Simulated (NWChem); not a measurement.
Everything below was run with NWChem. System: OTe, charge 0, spin multiplicity 3, at a geometry optimised with UPBE0/def2-SVP with def2 effective core potentials on Te. The structure started from a generated list of species. Its SCF solution wasn't tested for a lower state. Level: UMP2/def2-SVP with def2 effective core potentials on Te, 5 core orbitals frozen.

Job file:

```
start mol
memory heap 200 mb stack 900 mb global 1100 mb
geometry units angstroms nocenter noautoz
  O      0.000000     0.000000     1.603772
  Te     0.000000     0.000000    -0.246734
  symmetry group C2v
end
basis spherical
  * library def2-svp
end
ecp
  Te library def2-ecp
end
scf
  uhf
  nopen 2
  maxiter 100
  thresh 1e-7
  semidirect memsize 60000000 filesize 0
  # guess.movecs holds the orbitals of an unrestricted PBE0 run
  vectors input guess.movecs output mol.movecs
end
mp2
  freeze core 5
end
task mp2 energy
```

NWChem printed:

```
             Northwest Computational Chemistry Package (NWChem) 7.3.0
             --------------------------------------------------------

                                NWChem Input Module
                                -------------------

 Scaling coordinates for geometry "geometry" by  1.889725989
 (inverse scale =  0.529177249)

 Turning off AUTOSYM since
 SYMMETRY directive was detected!

                             Geometry "geometry" -> ""
                             -------------------------

 Output coordinates in angstroms (scale by  1.889725989 to convert to a.u.)

  No.       Tag          Charge          X              Y              Z
 ---- ---------------- ---------- -------------- -------------- --------------
    1 O                    8.0000     0.00000000     0.00000000     1.60377200
    2 Te                  52.0000     0.00000000     0.00000000    -0.24673400

 Effective nuclear repulsion energy (a.u.)     118.9608331904

            Nuclear Dipole moment (a.u.)
            ----------------------------
        X                 Y               Z
 ---------------- ---------------- ----------------
     0.0000000000     0.0000000000     0.0000151178

      Symmetry information
      --------------------

 Group name             C2v
 Group number             16
 Group order               4
 No. of unique centers     2

      Symmetry unique atoms

     1    2


 Summary of "ao basis" -> "" (spherical)
 ------------------------------------------------------------------------------
       Tag                 Description            Shells   Functions and Types
 ---------------- ------------------------------  ------  ---------------------
 *                          def2-svp                  on all atoms

 Summary of "ao basis" -> "ao basis" (spherical)
 ------------------------------------------------------------------------------
       Tag                 Description            Shells   Functions and Types
 ---------------- ------------------------------  ------  ---------------------
 O                          def2-svp                 6       14   3s2p1d
 Te                         def2-svp                10       26   4s4p2d

                                 NWChem SCF Module
                                 -----------------

  ao basis        = "ao basis"
  functions       =    40
  atoms           =     2
  alpha electrons =    17
  beta  electrons =    15
  charge          =   0.00
  wavefunction    = UHF
  use symmetry    = T
  symmetry adapt  = T

 Summary of "ao basis" -> "ao basis" (spherical)
 ------------------------------------------------------------------------------
       Tag                 Description            Shells   Functions and Types
 ---------------- ------------------------------  ------  ---------------------
 O                          def2-svp                 6       14   3s2p1d
 Te                         def2-svp                10       26   4s4p2d

      Symmetry analysis of basis
      --------------------------

        a1         19
        a2          3
        b1          9
        b2          9

 Forming initial guess at       0.1s

   Symmetry analysis of molecular orbitals - initial alpha
   -------------------------------------------------------

  Numbering of irreducible representations:

     1 a1          2 a2          3 b1          4 b2

  Orbital symmetries:

     1 a1          2 a1          3 a1          4 b2          5 b1
     6 a1          7 b2          8 b1          9 a2         10 a1
    11 a1         12 a1         13 b2         14 b1         15 a1
    16 b2         17 b1         18 a1         19 a1         20 a1
    21 a2         22 b1         23 b2         24 a1         25 b2
    26 b1         27 a1

   Symmetry analysis of molecular orbitals - initial beta
   ------------------------------------------------------

  Numbering of irreducible representations:

     1 a1          2 a2          3 b1          4 b2

  Orbital symmetries:

     1 a1          2 a1          3 a1          4 b1          5 b2
     6 a1          7 b2          8 b1          9 a2         10 a1
    11 a1         12 a1         13 a1         14 b1         15 b2
    16 b2         17 b1         18 a1         19 a1         20 b1
    21 b2         22 a1         23 a1         24 a2         25 b2
    26 b1         27 a1

 Starting SCF solution at       0.1s

 ----------------------------------------------
         Quadratically convergent UHF

 Convergence threshold     :          1.000E-07
 Maximum no. of iterations :          100
 Integral*density screening:          1.000E-09
 ----------------------------------------------

              iter       energy          gnorm     gmax       time
             ----- ------------------- --------- --------- --------
                 1     -341.7050268851  3.11D-01  8.12D-02      0.5
                 2     -341.7194681512  1.73D-02  6.57D-03      0.5
                 3     -341.7197684485  1.67D-03  8.09D-04      0.6
                 4     -341.7197711125  1.47D-05  8.20D-06      0.6
                 5     -341.7197711128  4.31D-09  1.39D-09      0.6

       Final UHF  results
       ------------------

         Total SCF energy =   -341.719771112790
      One electron energy =   -679.122904829026
      Two electron energy =    282.498133782195
 Nuclear repulsion energy =     54.904999934041

                       Sz =      1.0000
                 Sz(Sz+1) =      2.0000
                      S^2 =      2.0551

        Time for solution =      0.6s

       Symmetry analysis of molecular orbitals - alpha
       -----------------------------------------------
[...]
              MO Center= -6.2D-16, -6.8D-15, -3.1D-01, r^2= 3.9D+00
   Bfn.  Coefficient  Atom+Function         Bfn.  Coefficient  Atom+Function
  ----- ------------  ---------------      ----- ------------  ---------------
    25      1.417865  2 Te px                28     -1.311650  2 Te px
    22     -0.283509  2 Te px                19     -0.227808  2 Te px
    39     -0.150527  2 Te d  1

                     UHF Final Beta Molecular Orbital Analysis
                     -----------------------------------------

 Vector   13  Occ=1.000000D+00  E=-4.777328D-01  Symmetry=a1
              MO Center= -3.7D-18, -2.2D-18,  5.5D-01, r^2= 2.6D+00
   Bfn.  Coefficient  Atom+Function         Bfn.  Coefficient  Atom+Function
  ----- ------------  ---------------      ----- ------------  ---------------
     6      0.444841  1 O  pz                27     -0.419427  2 Te pz
     9      0.362876  1 O  pz                18      0.288948  2 Te s
    17      0.229298  2 Te s                 24      0.167850  2 Te pz
    30     -0.160197  2 Te pz

 Vector   14  Occ=1.000000D+00  E=-3.894188D-01  Symmetry=b1
              MO Center= -5.2D-20, -1.4D-16,  9.6D-01, r^2= 1.8D+00
   Bfn.  Coefficient  Atom+Function         Bfn.  Coefficient  Atom+Function
  ----- ------------  ---------------      ----- ------------  ---------------
     4      0.421254  1 O  px                 7      0.389912  1 O  px
    25      0.334178  2 Te px                28      0.315496  2 Te px

 Vector   15  Occ=1.000000D+00  E=-3.894188D-01  Symmetry=b2
              MO Center= -5.2D-18,  4.5D-17,  9.6D-01, r^2= 1.8D+00
   Bfn.  Coefficient  Atom+Function         Bfn.  Coefficient  Atom+Function
  ----- ------------  ---------------      ----- ------------  ---------------
     5      0.421254  1 O  py                 8      0.389912  1 O  py
    26      0.334178  2 Te py                29      0.315496  2 Te py

 Vector   16  Occ=0.000000D+00  E= 1.018614D-02  Symmetry=b1
              MO Center=  2.1D-17,  1.3D-16,  2.3D-01, r^2= 2.9D+00
   Bfn.  Coefficient  Atom+Function         Bfn.  Coefficient  Atom+Function
  ----- ------------  ---------------      ----- ------------  ---------------
    28      0.591938  2 Te px                 7     -0.415484  1 O  px
    25      0.380697  2 Te px                 4     -0.356769  1 O  px
    22     -0.166103  2 Te px

 Vector   17  Occ=0.000000D+00  E= 1.018614D-02  Symmetry=b2
              MO Center= -8.7D-18, -2.7D-17,  2.3D-01, r^2= 2.9D+00
   Bfn.  Coefficient  Atom+Function         Bfn.  Coefficient  Atom+Function
  ----- ------------  ---------------      ----- ------------  ---------------
    29      0.591938  2 Te py                 8     -0.415484  1 O  py
    26      0.380697  2 Te py                 5     -0.356769  1 O  py
    23     -0.166103  2 Te py

 Vector   18  Occ=0.000000D+00  E= 1.129178D-01  Symmetry=a1
              MO Center= -1.6D-16, -1.6D-16, -6.0D-02, r^2= 3.5D+00
   Bfn.  Coefficient  Atom+Function         Bfn.  Coefficient  Atom+Function
  ----- ------------  ---------------      ----- ------------  ---------------
    30      1.028003  2 Te pz                 3     -0.607520  1 O  s
    18      0.452895  2 Te s                  9      0.397215  1 O  pz
     6      0.288135  1 O  pz                27      0.190438  2 Te pz
    33      0.151328  2 Te d  0

 center of mass
 --------------
 x =   0.00000000 y =   0.00000000 z =  -0.08289590

 moments of inertia (a.u.)
 ------------------
         174.153390426011           0.000000000000           0.000000000000
           0.000000000000         174.153390426011           0.000000000000
           0.000000000000           0.000000000000           0.000000000000

  Mulliken analysis of the total density
  --------------------------------------

    Atom       Charge   Shell Charges
 -----------   ------   -------------------------------------------------------
    1 O    8     8.54   1.99  1.12  0.83  2.63  1.96  0.01
    2 Te  24    23.46   1.77  0.27  1.25  0.62  2.89  3.14  1.91  1.48  9.86  0.28

  Mulliken analysis of the alpha density
  --------------------------------------

    Atom       Charge   Shell Charges
 -----------   ------   -------------------------------------------------------
    1 O    8     4.71   1.00  0.59  0.40  1.69  1.03  0.00
    2 Te  24    12.29   0.88  0.14  0.63  0.31  1.43  1.59  1.27  0.98  4.92  0.14

   Mulliken analysis of the beta density
   -------------------------------------

    Atom       Charge   Shell Charges
 -----------   ------   -------------------------------------------------------
    1 O    8     3.83   1.00  0.53  0.43  0.94  0.93  0.01
    2 Te  24    11.17   0.88  0.14  0.62  0.31  1.46  1.55  0.63  0.50  4.94  0.14

   Mulliken analysis of the spin density
   -------------------------------------

    Atom       Charge   Shell Charges
 -----------   ------   -------------------------------------------------------
    1 O    8     0.88  -0.00  0.06 -0.04  0.75  0.11 -0.00
    2 Te  24     1.12  -0.00  0.00  0.01 -0.01 -0.04  0.05  0.64  0.49 -0.01  0.00

       Multipole analysis of the density wrt the origin
       ------------------------------------------------

     L   x y z        total         alpha         beta         nuclear
     -   - - -        -----         -----         ----         -------
     0   0 0 0      0.000000    -17.000000    -15.000000     32.000000

     1   1 0 0      0.000000      0.000000      0.000000      0.000000
     1   0 1 0      0.000000      0.000000      0.000000      0.000000
     1   0 0 1     -1.345299     -7.894751     -6.505834     13.055285

     2   2 0 0    -23.044772    -13.608383     -9.436389      0.000000
     2   1 1 0      0.000000      0.000000     -0.000000      0.000000
     2   1 0 1     -0.000000     -0.000000     -0.000000      0.000000
     2   0 2 0    -23.044772    -13.608383     -9.436389      0.000000
     2   0 1 1     -0.000000     -0.000000     -0.000000      0.000000
     2   0 0 2    -25.750029    -57.257662    -47.190557     78.698190

                   NWChem MP2 Semi-direct Energy/Gradient Module
                   ---------------------------------------------

  Basis functions       =     40
  Molecular orbitals    =     40
  Frozen core           =      5
  Frozen virtuals       =      0
  Active alpha occupied =     12
  Active beta occupied  =     10
  Active alpha virtual  =     23
  Active beta virtual   =     25
  Use MO symmetry       = T
  Use skeleton AO sym   = T

  AO/Fock/Back tols     =   1.0D-09  1.0D-09  1.0D-09

 GA uses MA = F    GA memory limited = T

 Available:
  local mem=  1.26D+08
 global mem=  1.44D+08
 local disk=  0.00D+00
  mp2_memr nvloc                    23
  nvloc new                    23
   1 passes of  12:        2097152                      10302                    769468.
   1 passes of  12: M    126149607           G      144176000           F     124052455.

 Semi-direct pass number   1 of   1  for UHF alpha       at        0.7s
  vrange nnbf                   817
  mp2_eaftype                    10  avail_ma_in_mb                  1099
 EAF : mp2_eaftype filesize          10     384734.
  mp2_eaf for mointskh                     10
Node 0 wrote      1.8 Mb in      0.0 s     Agg I/O rate:  1376.1 Mb/s
 Done moints_semi at        1.2s
  mp2_eaftype                    10  avail_ma_in_mb                  1089
 EAF : mp2_eaftype filesize          10     384734.
  mp2_eaf for kh                    10
 Done maket at        1.2s
 Done multipass loop at        1.2s

 GA uses MA = F    GA memory limited = T

 Available:
  local mem=  1.26D+08
 global mem=  1.44D+08
 local disk=  0.00D+00
  mp2_memr nvloc                    25
  nvloc new                    25
   1 passes of  10:        2097152                       9639                    697245.
   1 passes of  10: M    126149607           G      144176000           F     124052455.

 Semi-direct pass number   1 of   1  for UHF beta        at        1.2s
  vrange nnbf                   817
  mp2_eaftype                    10  avail_ma_in_mb                  1099
 EAF : mp2_eaftype filesize          10     348622.
  mp2_eaf for mointskh                     10
Node 0 wrote      1.6 Mb in      0.0 s     Agg I/O rate:  2302.7 Mb/s
 Done moints_semi at        1.7s
  mp2_eaftype                    10  avail_ma_in_mb                  1089
 EAF : mp2_eaftype filesize          10     348622.
  mp2_eaf for kh                    10
 Done maket at        1.7s
 Done multipass loop at        1.7s

          -------------------------------------------
          SCF energy                -341.719771112790
          Correlation energy          -0.303619000622
          Singlet pairs                0.000000000000
          Triplet pairs                0.000000000000
          Total MP2 energy          -342.023390113412
          -------------------------------------------

          ---------------------------------------------------
                    Spin Component Scaled (SCS) MP2
          Same spin pairs                     -0.097091973522
          Same spin scaling factor             0.333333333333
          Opposite spin pairs                 -0.206527027100
          Opposite spin scaling fact.          1.200000000000
          SCS-MP2 correlation energy          -0.280196423694
          Total SCS-MP2 energy              -341.999967536484
          ---------------------------------------------------

 -----------------------
 Performance information
 -----------------------

 Timer overhead =  2.30D-07 seconds/call

               Nr. of calls         CPU time (s)                 Wall time (s)                GFlops
             ---------------    -------------------     ------------------------------   -------------------
Name         Min   Avg   Max    Min     Avg     Max     Min     Avg     Max   Mx/calls   Min     Max     Sum
mp2: moin     2     2     2    1.0     1.0     1.0      1.0     1.0     1.0    0.50      0.0     0.0     0.0
mp2: make     2     2     2   3.23E-2 3.23E-2 3.23E-2  3.23E-2 3.23E-2 3.23E-2 1.61E-2   0.0     0.0     0.0
mp2: tota     1     1     1    1.1     1.1     1.1      1.1     1.1     1.1     1.1      0.0     0.0     0.0

 The average no. of pstat calls per process was 5.00D+00
 with a timing overhead of 1.15D-06s

 Task  times  cpu:        1.7s     wall:        1.7s

 Total times  cpu:        1.8s     wall:        1.8s
```
